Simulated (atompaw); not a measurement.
**Before and after: PAW (atompaw) potential for lead**

```json
{
  "Element": "Pb",
  "Generator": "atompaw 4.2.0.5",
  "Type": "PAW",
  "Functional": "PBE",
  "Relativity": "scalar-relativistic",
  "Frozen core": "[Xe] 4f14 5d10",
  "Valence charge": "4",
  "Reference configuration": "6s2 6p2",
  "Partial waves": "6s (bound): rc 2.10 bohr; 6s channel at 0.4 Ry: rc 3.00 bohr; 6p (bound): rc 3.00 bohr; 6p channel at 0.2 Ry: rc 3.00 bohr; 6d channel at 0.3 Ry: rc 2.65 bohr",
  "Local potential": "bessel scheme, radius 2.35 bohr",
  "Core correction": "smooth core density matched at 2.30 bohr",
  "Augmentation charge": "sinc compensation charge, radius 3.00 bohr; PAW radius 3.00 bohr; waves and projectors: custom polynom2 7 10 vanderbiltortho"
}
```

All-electron outer shells of the reference configuration (PBE, scalar-relativistic, ld1.x):

| shell | level (eV) | outermost node (bohr) | outermost maximum (bohr) |
| --- | --- | --- | --- |
| 5p | -85.83 | 0.49 | 0.88 |
| 5d | -21.18 | 0.52 | 1.07 |
| 6s | -12.04 | 1.01 | 1.95 |
| 6p | -3.50 | 1.18 | 2.67 |

Change: all radii scaled by about 1.13 (s 2.36, p 3.38, d 2.98 bohr); local potential bessel scheme, radius 2.64 bohr; augmentation sinc compensation charge, radius 3.38 bohr; PAW radius 3.38 bohr; waves and projectors: custom polynom2 7 10 vanderbiltortho; core correction smooth core density matched at 2.58 bohr.

Cutoffs: the cutoffs (Ry, on a coarse ladder) from which the occupation-weighted sum of valence levels, in a spherical-Bessel basis at the reference potential, stays within 10 and 1 mRy of its value at 400 Ry; they do not see the model core or the augmentation charge, which bear on the density cutoff.

Task: What does the change do?

Result: The potential gets softer (10 Ry and 18 Ry → 8 Ry and 15 Ry); neither file shows a bound ghost. A larger radius leaves more room for a smooth pseudo-wave, so fewer plane waves are needed.

```tsv
quantity	base	changed
cutoff, loose	10 Ry	8 Ry
cutoff, tight	18 Ry	15 Ry
loose cutoff by channel (10 mRy a level)	s 8 Ry, p 6 Ry	s 6 Ry, p 6 Ry
bound ghosts	none	none
lowest overlap eigenvalue by channel	s 0.16, p 0.89, d 1.00	s 0.40, p 0.86, d 1.00
```

 The cutoffs see the waves, projectors and local potential, not the compensation charge or the core.
